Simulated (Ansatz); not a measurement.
Geometry optimisation, Ansatz, RKS PBE0/def2-SVP.

input.yaml

```yaml
crystal:
  periodic: [false, false, false]
  atoms:
    - { symbol: C, position_ang: [-1.5066, 0.2782, 0.9829] }
    - { symbol: Si, position_ang: [-0.4729, -1.0292, 0.2704] }
    - { symbol: C, position_ang: [1.2335, -0.3852, -0.0125] }
    - { symbol: Al, position_ang: [1.3552, 0.9952, -1.4494] }
    - { symbol: H, position_ang: [-1.1145, 0.6876, 1.9021] }
    - { symbol: H, position_ang: [-1.6272, 1.1741, 0.2433] }
    - { symbol: H, position_ang: [-2.5415, -0.0815, 1.17] }
    - { symbol: H, position_ang: [-0.9902, -1.4856, -1.0092] }
    - { symbol: H, position_ang: [-0.4193, -2.1258, 1.2686] }
    - { symbol: H, position_ang: [1.647, 0.0636, 0.966] }
    - { symbol: H, position_ang: [2.75844, 0.37274, -1.57216] }
    - { symbol: H, position_ang: [2.6729, 1.69, -1.8517] }
    - { symbol: H, position_ang: [-0.1297, 1.4131, -2.1924] }
basis:
  gaussian: { orbitals: def2-SVP }
hamiltonian:
  xc: pbe0
relax:
  f_tol: 0.02
  max_steps: 50
```

Run as:

```bash
$ ansatz run input.yaml --threads 2 --pin off --max-ram 3072MiB --backend cpu --events-out ev --progress --plain --runs-dir out
```

Question: Where does it end, and by what steps?

Answer: The run converged. The force dipped under the threshold on the way, but the program's further checks kept it going. After 32 steps the energy has fallen by 5.460 eV; H11 moved furthest, 1.82 Å. Parted: Al4–H11 (1.54 → 2.54 Å). Joined: C3–H11 (2.31 → 1.10 Å).

```
step  energy less start (eV)  largest force component (eV/Å)  accepted
   0                  0.0000                           5.192       yes
   2                 -1.8201                           1.326       yes
   4                 -2.9054                           2.057       yes
   6                 -4.3649                           1.847       yes
   8                 -5.1373                           0.683       yes
  10                 -5.4033                           0.261       yes
  12                 -5.4240                           0.109       yes
  14                 -5.4290                           0.045       yes
  16                 -5.4324                           0.105       yes
  18                 -5.4381                           0.263        no
  20                 -5.4404                           0.018       yes
  22                 -5.4447                           0.158       yes
  24                 -5.4519                           0.054       yes
  26                 -5.4553                           0.157       yes
  28                 -5.4562                           0.173        no
  30                 -5.4588                           0.009       yes
  32                 -5.4597                           0.016       yes
```

```xyz
13
Properties=species:S:1:pos:R:3
C -1.596 0.188 0.843
Si -0.240 -0.944 0.194
C 1.367 -0.002 -0.077
Al 1.332 1.281 -1.549
H -1.314 0.613 1.820
H -1.789 1.027 0.155
H -2.539 -0.365 0.976
H -0.689 -1.550 -1.106
H -0.042 -2.078 1.154
H 1.593 0.523 0.870
H 2.174 -0.737 -0.252
H 2.081 0.961 -2.918
H 0.527 2.650 -1.393
```

Whether the end is a true minimum wasn't checked by a vibrational analysis.

Run time: 74 s on 2 threads of AMD EPYC 7B13 (Zen 3), with other jobs on the host, peak memory 0.26 GiB.
